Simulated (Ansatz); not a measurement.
Geometry optimisation, Ansatz, UKS PBE/def2-SVP.

The input (input.yaml):

```yaml
crystal:
  periodic: [false, false, false]
  atoms:
    - { symbol: Sn, position_ang: [0.0, 0.0, 0.0] }
    - { symbol: H, position_ang: [0.0, 0.0, 1.99] }
    - { symbol: H, position_ang: [1.6408, 0.0, -0.5794] }
    - { symbol: H, position_ang: [-0.8195, 1.4198, -0.5794] }
    - { symbol: Cl, position_ang: [-1.1351, -1.9666, -0.8025] }
    - { symbol: H, position_ang: [0.0, 0.0, 2.95] }
magnetization:
  spin_polarized: true
  initial_magnetization: 1
basis:
  gaussian: { orbitals: def2-SVP }
hamiltonian:
  xc: pbe
relax:
  f_tol: 0.15
  max_steps: 25
  restrain:
    - { distance: [1, 5], at: 1.86, k: 30.0 }
    - { distance: [0, 1], at: 1.74, k: 30.0 }
output:
  orbitals: {}
```

Run as:

```bash
$ ansatz run input.yaml --threads 1 --pin off --max-ram 2048MiB --backend cpu --events-out ev --progress --plain --runs-dir out
```

Task: Where does it end, and by what steps?

Result: It converged. The restraints hold the end off the free minimum. After 3 steps the energy has risen by 0.763 eV (the restraints' own energy left out); H6 moved furthest, 0.58 Å.

| step | energy less start (eV) | largest force component (eV/Å) | accepted |
| --- | --- | --- | --- |
| 0 | 0.0000 | 2.290 | yes |
| 1 | 0.6193 | 1.168 | yes |
| 2 | 0.7941 | 0.937 | yes |
| 3 | 0.7631 | 0.106 | yes |

```xyz
6
Properties=species:S:1:pos:R:3
Sn 0.027 0.046 -0.063
H -0.032 -0.055 1.676
H 1.648 -0.045 -0.671
H -0.862 1.404 -0.672
Cl -1.098 -1.903 -0.824
H 0.004 0.007 3.533
```

Time of the run: 14 s on 1 thread of Arm Neoverse V1, on a shared host, peak memory 0.12 GiB.
